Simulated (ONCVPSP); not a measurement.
**Reading a pseudo-wave (carbon (C))**

Columns: radius, all-electron u(r) and pseudo u(r) of the 2s shell (level -13.64 eV) of carbon in the configuration [He] 2s2 2p2; LDA (Perdew-Wang 92), scalar-relativistic, ONCV scheme, ONCVPSP 4.0.1.

```json
{"r (bohr)": "0.103", "all-electron": "-0.3355", "pseudo": "0.0800"}
{"r (bohr)": "0.205", "all-electron": "-0.3091", "pseudo": "0.1587"}
{"r (bohr)": "0.308", "all-electron": "-0.1415", "pseudo": "0.2395"}
{"r (bohr)": "0.410", "all-electron": "0.0632", "pseudo": "0.3233"}
{"r (bohr)": "0.513", "all-electron": "0.2619", "pseudo": "0.4107"}
{"r (bohr)": "0.615", "all-electron": "0.4312", "pseudo": "0.4954"}
{"r (bohr)": "0.718", "all-electron": "0.5681", "pseudo": "0.5748"}
{"r (bohr)": "0.820", "all-electron": "0.6699", "pseudo": "0.6466"}
{"r (bohr)": "0.923", "all-electron": "0.7418", "pseudo": "0.7120"}
{"r (bohr)": "1.025", "all-electron": "0.7866", "pseudo": "0.7655"}
{"r (bohr)": "1.128", "all-electron": "0.8098", "pseudo": "0.8008"}
{"r (bohr)": "1.230", "all-electron": "0.8152", "pseudo": "0.8134"}
{"r (bohr)": "1.332", "all-electron": "0.8071", "pseudo": "0.8070"}
{"r (bohr)": "1.435", "all-electron": "0.7883", "pseudo": "0.7883"}
{"r (bohr)": "1.538", "all-electron": "0.7619", "pseudo": "0.7619"}
{"r (bohr)": "1.640", "all-electron": "0.7304", "pseudo": "0.7304"}
{"r (bohr)": "1.743", "all-electron": "0.6950", "pseudo": "0.6949"}
{"r (bohr)": "1.845", "all-electron": "0.6577", "pseudo": "0.6577"}
{"r (bohr)": "1.948", "all-electron": "0.6191", "pseudo": "0.6191"}
{"r (bohr)": "2.050", "all-electron": "0.5806", "pseudo": "0.5806"}
{"r (bohr)": "2.153", "all-electron": "0.5423", "pseudo": "0.5423"}
{"r (bohr)": "2.255", "all-electron": "0.5052", "pseudo": "0.5052"}
{"r (bohr)": "2.358", "all-electron": "0.4691", "pseudo": "0.4691"}
{"r (bohr)": "2.460", "all-electron": "0.4348", "pseudo": "0.4348"}
{"r (bohr)": "2.562", "all-electron": "0.4023", "pseudo": "0.4022"}
{"r (bohr)": "2.665", "all-electron": "0.3711", "pseudo": "0.3711"}
```

Task: How many radial nodes do the two functions have?

Result: The all-electron 2s function has n − l − 1 = 1; the pseudo-wave has 0, since the states of the same l below it are removed with the core.

Task: At about which radius was the pseudo-wave matched?

Result: 1.40 bohr, where the columns begin to agree (steps of 0.10 bohr).

Task: Where does each function peak?

Result: Outermost all-electron maximum near 1.23 bohr, pseudo maximum near 1.23 bohr (to the table’s step).

Task: Is the pseudo-wave norm-conserving?

Result: Yes: the ONCV scheme keeps the norm inside the radius equal to the all-electron one, which fixes the energy derivative of the logarithmic derivative at the level.
